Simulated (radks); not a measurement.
Isoelectronic series with 2 electrons, each ion in its NIST ground configuration. All-electron calculation, scalar-relativistic Kohn-Sham, SCAN, spin-polarised, spherical densities, finite nucleus; meta-GGA in the generalised Kohn-Sham scheme; Fermi nuclear charge, rms radius of each element as measured or else 0.836 A^(1/3) + 0.57 fm. Program: a radial shooting solver on a logarithmic mesh with Libxc functionals. Total energies (hartree) and orbital eigenvalues (Ry):

\begin{tabular}{lrrr}
ion & configuration & E (hartree) & 1s \\ \hline
He & [He] & -2.90510 & -1.21548 \\
N5+ & [He] & -44.81240 & -37.91883 \\
Mg10+ & [He] & -136.91872 & -124.8050 \\
Cl15+ & [He] & -279.60316 & -262.2337 \\
Ti20+ & [He] & -473.45411 & -450.7769 \\
Rb35+ & [He] & -1371.35254 & -1332.261 \\
Mo40+ & [He] & -1780.51945 & -1735.726 \\
Ag45+ & [He] & -2247.59078 & -2196.941 \\
Te50+ & [He] & -2774.88867 & -2718.200 \\
La55+ & [He] & -3365.1950 & -3302.253 \\
\end{tabular}
